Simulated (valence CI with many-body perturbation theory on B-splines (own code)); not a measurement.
# Level structure of Pd15+

Computed by valence CI with perturbative core correlation (CI+MBPT): three valence electrons over a frozen Dirac-Fock core [Ar] 3d10, radial functions for each j: 11 s, 11 p, 10 d, 8 f, 5 g, 2 h, with the one-electron correlation potential Σ1, the two-electron term Σ2, the three-electron term Σ3, Breit, model QED; selected CI, second order for the rest, scaled by the run's own slope (own B-spline code, finite nucleus).

No measured levels were compared; by estimate levels hold to about 250 cm⁻¹ or 0.2 % of their energy and the worst to 1 %, as in measured heavy ions of charge 2 to 7; those with d or f electrons hold less well.

Levels 1 to 45 of 187, with energies above the lowest level, 4s²4p ²P°_1/2. "Leading %" is the weight of the configuration and term that name the level; weights of strongly mixed levels are sums over their largest components and can fall short, so below about 35 % the name and the second component can differ from the true leading terms, or belong to a minority configuration. In the jj column 3d3/2^4 stands for four electrons in 3d with j = 3/2. Lifetimes count E1, E2, E3, M1 and M2 decay at the calculated energies, and are blank where another channel may lead or the interval is too uncertain; long ones can be off by a factor of two.

| No. | Configuration | Term | J | E (cm⁻¹) | Leading % | Leading jj | Second component | Lifetime |
| --- | --- | --- | --- | --- | --- | --- | --- | --- |
| 1 | 4s²4p | ²P° | 1/2 | 0 | 98 | 4s^2 4p1/2 (98 %) |  |  |
| 2 | 4s²4p | ²P° | 3/2 | 52586 | 98 | 4s^2 4p3/2 (98 %) |  | 759 μs |
| 3 | 4s4p² | ⁴P | 1/2 | 261750 | 91 | 4s 4p1/2^2 (72 %) | 8 % 4s4p² ²S | 1.35 ns |
| 4 | 4s4p² | ⁴P | 3/2 | 290320 | 98 | 4s 4p1/2 4p3/2 (95 %) |  | 9.35 ns |
| 5 | 4s4p² | ⁴P | 5/2 | 310220 | 81 | 4s 4p1/2 4p3/2 (75 %) | 18 % 4s4p² ²D | 1.45 ns |
| 6 | 4s4p² | ²D | 3/2 | 355010 | 87 | 4s 4p1/2 4p3/2 (80 %) | 6 % 4s4p² ²P | 87.5 ps |
| 7 | 4s4p² | ²D | 5/2 | 372710 | 76 | 4s 4p3/2^2 (73 %) | 19 % 4s4p² ⁴P | 203 ps |
| 8 | 4s4p² | ²P | 1/2 | 390340 | 61 | 4s 4p1/2 4p3/2 (61 %) | 31 % 4s4p² ²S | 20.4 ps |
| 9 | 4s4p² | ²S | 1/2 | 442470 | 60 | 4s 4p3/2^2 (82 %) | 36 % 4s4p² ²P | 24.1 ps |
| 10 | 4s4p² | ²P | 3/2 | 450170 | 91 | 4s 4p3/2^2 (76 %) | 5 % 4s4p² ²D | 14.4 ps |
| 11 | 4s²4d | ²D | 3/2 | 564140 | 92 | 4s^2 4d3/2 (92 %) | 5 % 4s4p² ²D | 8.28 ps |
| 12 | 4s²4d | ²D | 5/2 | 572820 | 93 | 4s^2 4d5/2 (93 %) | 5 % 4s4p² ²D | 9.99 ps |
| 13 | 4p³ | ⁴S° | 3/2 | 650020 | 37 | 4p1/2^2 4p3/2 (88 %) | 29 % 4p³ ²D° | 29.0 ps |
| 14 | 4p³ | ⁴S° | 3/2 | 682220 | 51 | 4p1/2 4p3/2^2 (92 %) | 41 % 4p³ ²D° | 24.7 ps |
| 15 | 4p³ | ²D° | 5/2 | 686200 | 85 | 4p1/2 4p3/2^2 (85 %) | 14 % 4s4p4d ²D° | 60.7 ps |
| 16 | 4p³ | ²P° | 1/2 | 729680 | 91 | 4p1/2 4p3/2^2 (91 %) | 8 % 4s4p4d ²P° | 27.5 ps |
| 17 | 4p³ | ²P° | 3/2 | 760170 | 60 | 4p3/2^3 (79 %) | 12 % 4p³ ²D° | 28.2 ps |
| 18 | 4s4p4d | ⁴F° | 3/2 | 771290 | 91 | 4s 4p1/2 4d3/2 (87 %) |  | 183 ps |
| 19 | 4s4p4d | ⁴F° | 5/2 | 781470 | 91 | 4s 4p1/2 4d3/2 (52 %) |  | 165 ps |
| 20 | 4s4p4d | ⁴F° | 7/2 | 798530 | 90 | 4s 4p1/2 4d5/2 (61 %) | 7 % 4s4p4d ⁴D° | 119 ps |
| 21 | 4s4p4d | ⁴P° | 5/2 | 816030 | 58 | 4s 4p1/2 4d5/2 (88 %) | 21 % 4s4p4d ⁴D° | 12.5 ps |
| 22 | 4s4p4d | ⁴D° | 3/2 | 821830 | 53 | 4s 4p1/2 4d3/2 (50 %) | 37 % 4s4p4d ⁴P° | 9.14 ps |
| 23 | 4s4p4d | ⁴D° | 1/2 | 824950 | 82 | 4s 4p1/2 4d3/2 (77 %) | 12 % 4s4p4d ⁴P° | 7.43 ps |
| 24 | 4s4p4d | ⁴F° | 9/2 | 827150 | 100 | 4s 4p3/2 4d5/2 (100 %) |  |  |
| 25 | 4s4p4d | ²D° | 5/2 | 851220 | 34 | 4s 4p3/2 4d3/2 (30 %) | 33 % 4s4p4d ²F° | 12.7 ps |
| 26 | 4s4p4d | ²D° | 3/2 | 852980 | 62 | 4s 4p3/2 4d3/2 (52 %) | 16 % 4s4p4d ⁴D° | 10.5 ps |
| 27 | 4s4p4d | ⁴P° | 1/2 | 856000 | 87 | 4s 4p3/2 4d3/2 (96 %) | 12 % 4s4p4d ⁴D° | 11.1 ps |
| 28 | 4s4p4d | ⁴D° | 7/2 | 858160 | 89 | 4s 4p3/2 4d5/2 (59 %) | 8 % 4s4p4d ⁴F° | 8.30 ps |
| 29 | 4s4p4d | ⁴P° | 3/2 | 859160 | 57 | 4s 4p3/2 4d3/2 (62 %) | 27 % 4s4p4d ⁴D° | 10.7 ps |
| 30 | 4s4p4d | ⁴D° | 5/2 | 860170 | 50 | 4s 4p3/2 4d3/2 (51 %) | 26 % 4s4p4d ⁴P° | 10.1 ps |
| 31 | 4s4p4d | ²D° | 5/2 | 875930 | 42 | 4s 4p3/2 4d5/2 (67 %) | 28 % 4s4p4d ²F° | 16.7 ps |
| 32 | 4s4p4d | ²F° | 7/2 | 907580 | 98 | 4s 4p3/2 4d5/2 (70 %) |  | 23.8 ps |
| 33 | 4s4p4d | ²P° | 3/2 | 915430 | 61 | 4s 4p1/2 4d3/2 (31 %) | 28 % 4s4p4d ²D° | 7.37 ps |
| 34 | 4s4p4d | ²F° | 7/2 | 929790 | 83 | 4s 4p3/2 4d5/2 (49 %) | 11 % 4s²4f ²F° | 7.53 ps |
| 35 | 4s4p4d | ²F° | 5/2 | 932470 | 82 | 4s 4p3/2 4d3/2 (68 %) | 12 % 4s²4f ²F° | 7.44 ps |
| 36 | 4s4p4d | ²P° | 1/2 | 944220 | 92 | 4s 4p3/2 4d5/2 (80 %) |  | 9.03 ps |
| 37 | 4s4p4d | ²P° | 1/2 | 954840 | 91 | 4s 4p3/2 4d3/2 (78 %) |  | 6.91 ps |
| 38 | 4s4p4d | ²D° | 3/2 | 964410 | 50 | 4s 4p3/2 4d5/2 (53 %) | 44 % 4s4p4d ²P° | 6.16 ps |
| 39 | 4s4p4d | ²P° | 3/2 | 965120 | 71 | 4s 4p3/2 4d5/2 (50 %) | 20 % 4s4p4d ²D° | 6.66 ps |
| 40 | 4s4p4d | ²D° | 5/2 | 969490 | 85 | 4s 4p3/2 4d5/2 (73 %) | 6 % 4p³ ²D° | 5.32 ps |
| 41 | 4s²4f | ²F° | 7/2 | 1089500 | 87 | 4s^2 4f7/2 (87 %) | 11 % 4s4p4d ²F° | 6.80 ps |
| 42 | 4s²4f | ²F° | 5/2 | 1090000 | 86 | 4s^2 4f5/2 (86 %) | 12 % 4s4p4d ²F° | 6.37 ps |
| 43 | 4p²4d | ⁴F | 3/2 | 1110300 | 67 | 4p1/2^2 4d3/2 (80 %) | 11 % 4p²4d ⁴D | 38.0 ps |
| 44 | 4p²4d | ⁴F | 5/2 | 1124700 | 44 | 4p1/2^2 4d5/2 (63 %) | 24 % 4p²4d ⁴D | 40.2 ps |
| 45 | 4p²4d | ²F | 5/2 | 1135100 | 61 | 4p1/2 4p3/2 4d3/2 (85 %) | 32 % 4p²4d ⁴F | 66.3 ps |

Names give the largest LS component (configuration and term), which can be under half, so a name can repeat, a term be missing and a line seem to break the LS rules; names also repeat where a configuration has a term twice.

Where two levels of one J and parity lie close, their mixing, g and order are uncertain.

The ionisation energy to 4s² ¹S0 of the next ion comes out as 369.91 eV (NIST: 369.1 ± 0.15 eV (semi-empirical)). All 187 levels together are meant to be complete up to 1736600 cm⁻¹.
